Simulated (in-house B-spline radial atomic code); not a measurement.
Response of the thallium ion Tl³⁺ as one setting changes: the radius of a hard wall (bohr). Method: PBE. A dash marks a strongly mixed or unbound state. A box has no continuum, so excitations may lie above minus the highest level. Computed with a B-spline radial code for spherical atoms: linear response of the closed shell [Xe] 4f14 5d10 with the functional's adiabatic kernel; scalar-relativistic (spin-free one-electron X2C), finite nucleus, no spin-orbit coupling, no double excitations, S, P, D and F terms only; shells from n = 3 respond. Only terms of natural parity with L up to 3 were computed.

Spin-orbit coupling is strong here, so these LS terms don't match observed levels.

```csv
radius of a hard wall (bohr),lowest 1P (eV),"lowest 3P, Tamm-Dancoff (eV)",minus highest occupied level (eV),α (bohr³)
2.5,5d → 6p 52.71,5d → 6p 49.55,33.06,2.365
3,?,?,?,?
3.5,5d → 6p 27.437,5d → 6p 25.071,42.93,4.324
4,?,?,?,?
4.5,5d → 6p 22.153,5d → 6p 20.308,44.13,5.195
5.5,5d → 6p 20.916,5d → 6p 19.288,44.25,5.383
6.5,5d → 6p 20.659,5d → 6p 19.098,44.26,5.408
8,5d → 6p 20.609,5d → 6p 19.065,44.26,5.41
10,5d → 6p 20.607,5d → 6p 19.064,44.26,5.41
15,5d → 6p 20.606,5d → 6p 19.064,44.26,5.41
```

What belongs in the row for 4?

lowest 1P (eV): 5d → 6p 23.883; lowest 3P, Tamm-Dancoff (eV): 5d → 6p 21.824; minus highest occupied level (eV): 43.83; α (bohr³): 4.894.

What belongs in the row for 3?

lowest 1P (eV): 5d → 6p 35.04; lowest 3P, Tamm-Dancoff (eV): 5d → 6p 32.29; minus highest occupied level (eV): 40.35; α (bohr³): 3.443.
